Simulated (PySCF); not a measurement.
# Selenium: a sound run and one with changed settings

Sound run: Se⁺ [Ar] 3d10 4s2 4p3, Se²⁺ [Ar] 3d10 4s2 4p2. Computed with PySCF 2.14 in Sapporo-DKH3-DZP-2012, with the spin-free X2C one-electron Hamiltonian (Gaussian nucleus). The sound run starts from symmetry-adapted Hartree-Fock orbitals and uses a fine grid where one is needed.

Changed run: initial guess sap, at most 50 SCF cycles, level shift 10.0 hartree.

```
species  method  sound run (hartree)  changed run (hartree)  converged
    Se⁺     UHF          -2427.69846            -2427.69845         no
    Se⁺  r2SCAN          -2429.38714            -2429.38706         no
    Se⁺     LDA          -2425.81094            -2425.81077         no
   Se²⁺     UHF          -2426.93063            -2426.93062         no
   Se²⁺  r2SCAN          -2428.59198            -2428.59195         no
   Se²⁺     LDA          -2425.02011            -2425.02005         no
```

A level shift slows the SCF but leaves a converged energy unchanged.
